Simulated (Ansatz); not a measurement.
Abridged output of a molecular run in Ansatz:

```
Functional definition: HF
1695 factors; integrals over basis functions are off by at most 1.1e-3 eV
mean field evaluation 1: about -7565.9531 eV, gradient 7.6e1 eV
mean field evaluation 2: about -7566.1038 eV, gradient 7.6e1 eV
mean field evaluation 4: about -7576.4785 eV, gradient 1.4e1 eV
mean field evaluation 8: about -7576.9457 eV, gradient 1.0e0 eV
mean field evaluation 16: about -7576.9487 eV, gradient 2.2e-6 eV
mean field -7576.94869125 eV, -278.4477285633 hartree, gradient 2.1e-6 eV, S^2 0.000000; 0 other end points of the search recorded, 0 dependent functions left out
4 core orbitals not correlated: weight in the atoms' cores, before any rotation towards them, 1.000 or more for the frozen orbitals, at most 0.000 for the correlated occupied ones
reference -7576.94869125 eV, -278.4477285633 hartree; 20, 20 occupied and 254, 254 virtual orbitals, 1695 factors
second order -36.67613452 eV of doubles, -0.00000000 eV of singles
cycle   1  -34.83951062 eV  change     1.8e0 eV  update   2.3e-1
cycle   2  -36.02953528 eV  change    -1.2e0 eV  update   1.3e-1
cycle   3  -36.36721366 eV  change   -3.4e-1 eV  update   3.9e-2
cycle   4  -36.38305038 eV  change   -1.6e-2 eV  update   1.7e-2
cycle   5  -36.36237600 eV  change    2.1e-2 eV  update   5.2e-3
cycle   6  -36.36427929 eV  change   -1.9e-3 eV  update   2.6e-3
cycle   7  -36.36447439 eV  change   -2.0e-4 eV  update   8.4e-4
cycle   8  -36.36408107 eV  change    3.9e-4 eV  update   3.8e-4
cycle   9  -36.36430039 eV  change   -2.2e-4 eV  update   1.1e-4
cycle  10  -36.36437848 eV  change   -7.8e-5 eV  update   5.7e-5
cycle  11  -36.36426271 eV  change    1.2e-4 eV  update   2.6e-5
cycle  12  -36.36426561 eV  change   -2.9e-6 eV  update   1.4e-5
perturbative correction -1.90153555 eV, -0.0698801424 hartree
Total energy: -7615.21449241 eV, -279.8539708181 hartree
```

Its atoms:

```xyz
12

N    -1.375   -1.291    0.379
Nb   -0.124   -0.116    0.034
N     1.511   -1.091   -0.552
N     0.240    0.921    1.695
N    -0.773    1.088   -1.412
H    -2.095   -1.967    0.577
H     2.205   -0.698   -1.172
H     1.664   -2.084   -0.463
H     1.133    1.345    1.904
H    -0.335    0.921    2.523
H    -1.583    0.925   -1.990
H    -0.468    2.046   -1.522
```

Which basis set was used?
A. cc-pV(D+d)Z
B. def2-SVP
C. def2-TZVPP
D. def2-SVPD

C. It gives 278 functions.

Write the keys of the input that set method, charge and spin (a neutral closed shell needs none for the last two).


```yaml
correlation: {method: ccsd_t}
```
